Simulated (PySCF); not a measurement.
## Frontier levels across methods

CH5BF3N.
Numbering: `[NH3+:1][BH2-:2][C:3]([F:4])([F:5])[F:6]` (hydrogens: H7, H8, H9 on N1; H10, H11 on B2)

Cartesian coordinates in Å at the PBE0-D3(BJ)/def2-SVP level; atoms count from 1:
```
atom  x, y, z in Å
N1    -1.1954   -0.2477   -0.4482
B2     0.3924   -0.5549   -0.3814
C3     0.9225    0.5610    0.6463
F4     2.2305    0.5239    0.8986
F5     0.6414    1.8240    0.2100
F6     0.2867    0.4767    1.8532
H7    -1.6070   -0.3243    0.4848
H8    -1.3558    0.7069   -0.7781
H9    -1.6787   -0.8930   -1.0722
H10    0.5250   -1.6812    0.0612
H11    0.8403   -0.3918   -1.5016
```

Basis pcSseg-2 throughout (PySCF), one geometry. Geometry: PBE0-D3(BJ)/def2-SVP; no solvent, vibrations or thermal averaging.

Problem. How do the orbital energies, the gap and the dipole change with the method?

Solution. 
```csv
method,kind,HOMO (eV),LUMO (eV),gap (eV),μ (D),SCF cycles
B97-2,global hybrid,-8.43,-0.55,7.88,6.14,13
PBE0,global hybrid,-8.68,-0.57,8.11,6.17,13
mPW1PW91,global hybrid,-8.72,-0.59,8.13,6.17,12
BHandHLYP,global hybrid,-10.12,-0.07,10.05,6.30,12
CAM-B3LYP,range-separated hybrid,-10.20,0.09,10.29,6.23,12
wB97X-D,range-separated hybrid,-10.63,1.22,11.85,6.22,13
LC-wPBE,range-separated hybrid,-11.54,1.33,12.86,6.24,12
```

The HOMO spans 3.11 eV, from B97-2 down to LC-wPBE, and the gap runs from 7.88 eV (B97-2) to 12.86 eV (LC-wPBE). Over the methods B97-2 (21 %), PBE0 (25 %), mPW1PW91 (25 %), BHandHLYP (50 %), a straight line through the gap against the share of exact exchange rises by 0.76 eV for each 10 % (correlation coefficient 0.999). The dipole ranges from 6.14 D (B97-2) to 6.30 D (BHandHLYP). This basis has no diffuse functions.
